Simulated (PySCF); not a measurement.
Species: (H2B-mu-NHMe)3, C3H18B3N3.
Structure used (PBE0-D3(BJ)/def2-SVP), in Å, numbered top down from 1:
```
atom  x, y, z in Å
B1     0.842   -0.137    1.149
H2     0.566   -1.162    1.749
H3     1.754    0.494    1.681
N4    -0.441    0.785    1.096
C5    -0.909    1.057    2.461
B6    -1.635    0.233    0.224
H7    -2.498    1.105    0.137
H8    -2.050   -0.794    0.732
N9    -1.092   -0.100   -1.227
C10   -0.905    1.082   -2.076
B11    0.135   -1.101   -1.236
H12   -0.227   -2.167   -0.770
H13    0.559   -1.199   -2.386
N14    1.278   -0.511   -0.322
C15    2.407   -1.449   -0.276
H16   -0.160    1.689    0.712
H17   -1.761    1.751    2.443
H18   -0.094    1.476    3.069
H19   -1.234    0.111    2.913
H20   -1.847   -0.650   -1.639
H21   -0.106    1.719   -1.666
H22   -1.823    1.685   -2.112
H23   -0.605    0.788   -3.092
H24    1.637    0.335   -0.770
H25    3.227   -1.033    0.327
H26    2.763   -1.672   -1.292
H27    2.066   -2.382    0.191
```

Theory: TDDFT CAM-B3LYP/def2-SVPD, vertical, gas phase, core orbitals frozen in the response in PySCF 2.14.0, density-fitted response routines.

List the vertical singlet excitations with oscillator strengths and describe the spectrum.

```csv
state,E (eV),λ (nm),ν̃ (cm⁻¹),f,symmetry,"main configurations (H = HOMO, L = LUMO)"
S1,7.05,175.8,56870,0.026,A′,H-1→L (84%)
S2,7.20,172.2,58060,0.016,A″,H→L (87%)
S3,7.55,164.1,60930,0.0008,–,H→L+1 (85%)
S4,7.63,162.4,61560,0.024,A′,"H-2→L (64%), H→L+2 (21%)"
S5,7.91,156.7,63830,0.024,A′,"H-2→L+1 (41%), H-1→L+1 (29%), H→L+4 (13%)"
S6,8.06,153.8,65030,0.0026,A″,"H-1→L+2 (73%), H-1→L+4 (8%)"
S7,8.18,151.6,65950,0.013,A′,"H-1→L+3 (40%), H→L+2 (28%), H-4→L (12%)"
S8,8.25,150.3,66550,0.0001,–,H-3→L (71%)
S9,8.31,149.1,67050,0.062,A′,"H-1→L+3 (31%), H→L+2 (24%), H-2→L (12%)"
S10,8.38,148.0,67580,0.0015,–,H-4→L (65%)
```

Triplets, Tamm–Dancoff:

```tsv
state	E (eV)	λ (nm)	main configurations (H = HOMO, L = LUMO)
T1	6.87	180.4	H-1→L (79%)
T2	7.07	175.4	H→L (80%)
T3	7.42	167.1	H-2→L (52%), H→L+2 (25%)
T4	7.44	166.8	H→L+1 (79%)
```

The lowest singlet comes at 176 nm (680 kJ/mol) in the vacuum ultraviolet; it is weak; its leading configuration is HOMO-1→LUMO (84%). The strongest level in the table is S9 at 8.31 eV (149 nm, f = 0.062). Löwdin shares by element: HOMO boron 39% or more, hydrogen 27% or more (atoms not listed hold the other 34%); LUMO hydrogen 21% or more, boron 15% or more, carbon 11% or more (atoms not listed hold the other 53%). Weighted by f, the mean energy of these states is 7.84 eV. The oscillator strengths of these states sum to 0.171; summed over the whole spectrum of an exact calculation they would give the number of electrons, 72 (Thomas–Reiche–Kuhn). Orbital energies (eV): HOMO-3 -10.19, HOMO-2 -9.70, HOMO-1 -9.21, HOMO -9.13, LUMO 0.68, LUMO+1 1.24, LUMO+2 1.48. Symmetry labels in Cs follow from the direction of the transition dipole and are given only for states with f of 0.002 or more. Only the lowest 10 singlets were computed, as vertical energies without vibronic structure.

One conformer stands for the species.
